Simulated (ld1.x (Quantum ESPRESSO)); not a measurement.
# Transferability test, TM potential for In

indium (In), norm-conserving Troullier–Martins (Kleinman–Bylander form), made with ld1.x (Quantum ESPRESSO) 7.5 (Wu–Cohen, fully relativistic). Core [Kr], reference 4d10 5s2 5p1. Waves: 5p (bound): rc 2.95 bohr; 4d (bound): rc 1.15 bohr; 4f channel at -0.15 Ry: rc 2.55 bohr; 5s (bound): rc 2.15 bohr. Local part: the s channel. Core correction: Bessel-smoothed model core inside 0.85 bohr.

Open shells are filled in proportion to 2j + 1 (rel_dist='average').

Energies are relative to the spin-unpolarised reference configuration 4d10 5s2 5p1; without spin polarisation the order of configurations can differ from experiment. Not all tests gave a result: 1 of 7 tests not solved or not reliable. The frozen-core shift is the all-electron ΔE with the core orbitals held at their reference shape minus the fully relaxed ΔE.

(1) Give the all-electron excitation energy and the error of the potential for: 4d10 5s2 5p0; 4d10 5s1 5p0; 4d10 5s0 5p0; 4d10 5s2 5p0.5; 4d10 5s1 5p1; 4d9 5s2 5p2.

Levels in the configuration 4d10 5s2 5p0.5:

| level | all-electron (eV) | pseudo (eV) |
| --- | --- | --- |
| 4d j=3/2 | -22.605 | -22.588 |
| 4d j=5/2 | -21.743 | -21.728 |
| 5s j=1/2 | -11.474 | -11.474 |
| 5p j=1/2 | -5.561 | -5.562 |
| 5p j=3/2 | -5.184 | -5.185 |

Results:

(1)

```csv
valence configuration,charge,ΔE all-electron (eV),error AE − PS (meV),frozen-core shift (meV)
4d10 5s2 5p0,+1,5.362,-1.1,+0.1
4d10 5s1 5p0,+2,24.659,-14,+2.0
4d10 5s0 5p0,+3,52.930,-69,+11
4d10 5s2 5p0.5,+0.5,1.939,-0.1,0.0
4d10 5s1 5p1,+1,12.037,-0.5,+0.7
4d9 5s2 5p2,0,18.226,-287,+95
```
